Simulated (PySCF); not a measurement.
boron monoxide dimer (B2O2), singlet, geometry from GFN2-xTB; PySCF with PBE/6-31+G*, polarisability by finite fields.

Here is a job for PySCF.
```python
from pyscf import gto, scf, dft

mol = gto.Mole()
mol.atom = '''
    O    -0.00000000   -0.00000000   -1.99736789
    B    -0.00000000   -0.00000000   -0.80940330
    B     0.00000000    0.00000000    0.80940330
    O     0.00000000    0.00000000    1.99736789
'''
mol.basis = '6-31+g*'
mol.verbose = 4
mol.build()

mf = dft.RKS(mol)
mf.xc = 'pbe'
mf.conv_tol = 1e-11
mf.kernel()
h0, z, done = mf.get_hcore(), mol.intor('int1e_r')[2], []
def energy(F):
    f = mf.copy()
    f.scf_summary = {}
    f.get_hcore = lambda *a: h0 + F * z
    e = f.kernel(mf.make_rdm1())
    done.append(f.converged)
    return e
F = 0.05
alpha = -(energy(F) + energy(-F) - 2 * mf.e_tot) / F**2
print('alpha_zz =', alpha)
```

Q: Write the output that PySCF gives for this input, abridged.

A: 
```
PySCF version 2.14.0

[INPUT] verbose = 4
[INPUT] num. atoms = 4
[INPUT] num. electrons = 26
[INPUT] charge = 0
[INPUT] spin (= nelec alpha-beta = 2S) = 0
[INPUT] symmetry False subgroup None
[INPUT] Mole.unit = angstrom
[INPUT] Symbol           X                Y                Z      unit          X                Y                Z       unit  Magmom
[...]
nuclear repulsion = 67.369093583664
number of shells = 32
number of NR pGTOs = 124
number of NR cGTOs = 72
basis = 6-31+g*
ecp = {}

******** <class 'pyscf.dft.rks.RKS'> ********
method = RKS
initial guess = minao
damping factor = 0
level_shift factor = 0
DIIS = <class 'pyscf.scf.diis.CDIIS'>
diis_start_cycle = 1
diis_space = 8
diis_damp = 0
SCF conv_tol = 1e-11
SCF conv_tol_grad = None
SCF max_cycles = 50
direct_scf = True
direct_scf_tol = 1e-13
XC library pyscf.dft.libxc version 7.1.2
    S. Lehtola, C. Steigemann, M. J. T. Oliveira, and M. A. L. Marques,  SoftwareX 7, 1–5 (2018)
XC functionals = pbe
    J. P. Perdew, K. Burke, and M. Ernzerhof,  Phys. Rev. Lett. 77, 3865 (1996)
    J. P. Perdew, K. Burke, and M. Ernzerhof,  Phys. Rev. Lett. 78, 1396 (1997)
    J. P. Perdew, K. Burke, and M. Ernzerhof,  Phys. Rev. Lett. 77, 3865 (1996)
    J. P. Perdew, K. Burke, and M. Ernzerhof,  Phys. Rev. Lett. 78, 1396 (1997)
radial grids:
    Treutler-Ahlrichs [JCP 102, 346 (1995); DOI:10.1063/1.469408] (M4) radial grids

becke partition: Becke, JCP 88, 2547 (1988); DOI:10.1063/1.454033
pruning grids: <function nwchem_prune>
grids dens level: 3
symmetrized grids: False
atomic radii adjust function: <function treutler_atomic_radii_adjust>
small_rho_cutoff = 0
Set gradient conv threshold to 3.16228e-06
Initial guess from minao.
tot grids = 56256
init E= -200.351173628411
[...]
cycle= 1 E= -199.718508897188  delta_E= 0.633  |g|= 1.17  |ddm|= 2.68
[...]
cycle= 2 E= -196.421008535109  delta_E=  3.3  |g|= 3.86  |ddm|= 3.64
[...]
cycle= 3 E= -199.997203095937  delta_E= -3.58  |g|= 0.16  |ddm|= 3.16
[...]
cycle= 4 E= -200.003740516491  delta_E= -0.00654  |g|= 0.102  |ddm|= 0.275
[...]
cycle= 5 E= -200.006653133588  delta_E= -0.00291  |g|= 0.0189  |ddm|= 0.0834
[...]
cycle= 6 E= -200.006731077608  delta_E= -7.79e-05  |g|= 0.00457  |ddm|= 0.00949
[...]
cycle= 7 E= -200.006735390843  delta_E= -4.31e-06  |g|= 0.000465  |ddm|= 0.00287
[...]
cycle= 8 E= -200.006735436503  delta_E= -4.57e-08  |g|= 5.17e-05  |ddm|= 0.000245
[...]
cycle= 9 E= -200.006735437063  delta_E= -5.6e-10  |g|= 2.16e-06  |ddm|= 3.2e-05
[...]
cycle= 10 E= -200.006735437064  delta_E= -1.65e-12  |g|= 2.94e-08  |ddm|= 1.26e-06
[...]
Extra cycle  E= -200.006735437064  delta_E= 5.12e-13  |g|= 1.05e-07  |ddm|= 7.63e-08
converged SCF energy = -200.006735437064

******** <class 'pyscf.dft.rks.RKS'> ********
method = RKS
initial guess = minao
damping factor = 0
level_shift factor = 0
DIIS = <class 'pyscf.scf.diis.CDIIS'>
diis_start_cycle = 1
diis_space = 8
diis_damp = 0
SCF conv_tol = 1e-11
SCF conv_tol_grad = None
SCF max_cycles = 50
direct_scf = True
direct_scf_tol = 1e-13
XC library pyscf.dft.libxc version 7.1.2
    S. Lehtola, C. Steigemann, M. J. T. Oliveira, and M. A. L. Marques,  SoftwareX 7, 1–5 (2018)
XC functionals = pbe
    J. P. Perdew, K. Burke, and M. Ernzerhof,  Phys. Rev. Lett. 77, 3865 (1996)
    J. P. Perdew, K. Burke, and M. Ernzerhof,  Phys. Rev. Lett. 78, 1396 (1997)
    J. P. Perdew, K. Burke, and M. Ernzerhof,  Phys. Rev. Lett. 77, 3865 (1996)
    J. P. Perdew, K. Burke, and M. Ernzerhof,  Phys. Rev. Lett. 78, 1396 (1997)
radial grids:
    Treutler-Ahlrichs [JCP 102, 346 (1995); DOI:10.1063/1.469408] (M4) radial grids

becke partition: Becke, JCP 88, 2547 (1988); DOI:10.1063/1.454033
pruning grids: <function nwchem_prune>
grids dens level: 3
symmetrized grids: False
atomic radii adjust function: <function treutler_atomic_radii_adjust>
small_rho_cutoff = 0
Overwritten attributes  get_hcore  of <class 'pyscf.dft.rks.RKS'>
Set gradient conv threshold to 3.16228e-06
init E= -200.006735437061
[...]
[...]
SCF not converged.
[...]
[...]
cycle= 13 E= -200.048342481229  delta_E= -0.00609  |g|= 0.27  |ddm|= 0.324

WARN: HOMO -0.305980340637953 == LUMO -0.305953667523714

cycle= 14 E= -199.197593794962  delta_E= 0.851  |g|= 0.999  |ddm|= 1.45e+03

WARN: HOMO -0.308936898551485 == LUMO -0.308934949215098

cycle= 15 E= -199.200473521919  delta_E= -0.00288  |g|= 0.997  |ddm|= 0.751

WARN: HOMO -0.310154927408186 == LUMO -0.310106423773311

cycle= 16 E= -199.203183867634  delta_E= -0.00271  |g|= 0.993  |ddm|= 1.16

WARN: HOMO -0.313079320236366 == LUMO -0.313018704568876

cycle= 17 E= -199.209317227877  delta_E= -0.00613  |g|= 0.983  |ddm|= 0.87
[...]
cycle= 18 E= -200.058674626865  delta_E= -0.849  |g|= 0.182  |ddm|= 1.45e+03

WARN: HOMO -0.293651738294781 == LUMO -0.293162427486449

cycle= 19 E= -199.171553852534  delta_E= 0.887  |g|= 1.04  |ddm|= 1.46e+03
[...]
cycle= 20 E= -199.150063261673  delta_E= 0.0215  |g|= 1.07  |ddm|= 2.25
[...]
cycle= 21 E= -199.193953919716  delta_E= -0.0439  |g|= 1.01  |ddm|= 2.62
[...]
cycle= 22 E= -200.04828500759  delta_E= -0.854  |g|= 0.249  |ddm|= 1.46e+03
[...]
cycle= 23 E= -200.028239785407  delta_E= 0.02  |g|= 0.37  |ddm|= 0.229
[...]
cycle= 24 E= -200.059376516134  delta_E= -0.0311  |g|= 0.163  |ddm|= 0.937

WARN: HOMO -0.280885042820379 == LUMO -0.279996681689759

cycle= 25 E= -199.142566124239  delta_E= 0.917  |g|= 1.08  |ddm|= 1.45e+03

WARN: HOMO -0.281187663614148 == LUMO -0.280290423950123

cycle= 26 E= -199.143214004649  delta_E= -0.000648  |g|= 1.08  |ddm|= 0.106
[...]
cycle= 27 E= -200.058788315445  delta_E= -0.916  |g|= 0.185  |ddm|= 1.45e+03

WARN: HOMO -0.285897649602321 == LUMO -0.285383365852926

cycle= 28 E= -199.152274077317  delta_E= 0.907  |g|= 1.07  |ddm|= 1.45e+03

WARN: HOMO -0.295273435121449 == LUMO -0.294556983845958

cycle= 29 E= -199.175043362595  delta_E= -0.0228  |g|= 1.03  |ddm|= 1.13
[...]
cycle= 30 E= -199.165041130972  delta_E= 0.01  |g|= 1.05  |ddm|= 0.471
[...]
cycle= 31 E= -199.149053378395  delta_E= 0.016  |g|= 1.07  |ddm|= 2.59
[...]
cycle= 32 E= -200.045795217835  delta_E= -0.897  |g|= 0.285  |ddm|= 1.45e+03
[...]
cycle= 33 E= -199.186365279566  delta_E= 0.859  |g|= 1.04  |ddm|= 1.46e+03
[...]
cycle= 34 E= -199.176719280615  delta_E= 0.00965  |g|= 1.03  |ddm|= 1.63
[...]
cycle= 35 E= -199.176682529145  delta_E= 3.68e-05  |g|= 1.04  |ddm|= 3.12
[...]
cycle= 36 E= -200.026029986859  delta_E= -0.849  |g|= 0.372  |ddm|= 1.47e+03

WARN: HOMO -0.297742506856608 == LUMO -0.297470064484086

cycle= 37 E= -199.147932657486  delta_E= 0.878  |g|= 1.08  |ddm|= 1.44e+03
[...]
cycle= 38 E= -200.052492999675  delta_E= -0.905  |g|= 0.234  |ddm|= 1.44e+03
[...]
cycle= 39 E= -200.050267781193  delta_E= 0.00223  |g|= 0.252  |ddm|= 0.301
[...]
cycle= 40 E= -200.059550622778  delta_E= -0.00928  |g|= 0.168  |ddm|= 0.711
[...]
cycle= 41 E= -199.198885638343  delta_E= 0.861  |g|= 0.999  |ddm|= 1.45e+03
[...]
cycle= 42 E= -200.064409426285  delta_E= -0.866  |g|= 0.102  |ddm|= 1.45e+03

WARN: HOMO -0.301134880180179 == LUMO -0.300538790303524

cycle= 43 E= -199.183201203116  delta_E= 0.881  |g|= 1.02  |ddm|= 1.47e+03

WARN: HOMO -0.297749258481955 == LUMO -0.296850011119659

cycle= 44 E= -199.176398504218  delta_E= 0.0068  |g|= 1.03  |ddm|= 1.63

WARN: HOMO -0.296067202769071 == LUMO -0.295085119097563

cycle= 45 E= -199.172854468219  delta_E= 0.00354  |g|= 1.04  |ddm|= 0.436

WARN: HOMO -0.292380773450296 == LUMO -0.291760282415007

cycle= 46 E= -199.16363148678  delta_E= 0.00922  |g|= 1.05  |ddm|=  2.6

WARN: HOMO -0.295249884475477 == LUMO -0.295083332725735

cycle= 47 E= -199.170069846585  delta_E= -0.00644  |g|= 1.04  |ddm|= 0.997

WARN: HOMO -0.308141453965248 == LUMO -0.30792091669629

cycle= 48 E= -199.195037950214  delta_E= -0.025  |g|=    1  |ddm|= 3.01
[...]
cycle= 49 E= -200.055836079062  delta_E= -0.861  |g|= 0.199  |ddm|= 1.48e+03
[...]
cycle= 50 E= -200.059638423067  delta_E= -0.0038  |g|= 0.166  |ddm|= 0.685
SCF not converged.
SCF energy = -200.059638423067
alpha_zz = 15.406721249655671
```

The run did not converge; its last values are not results.
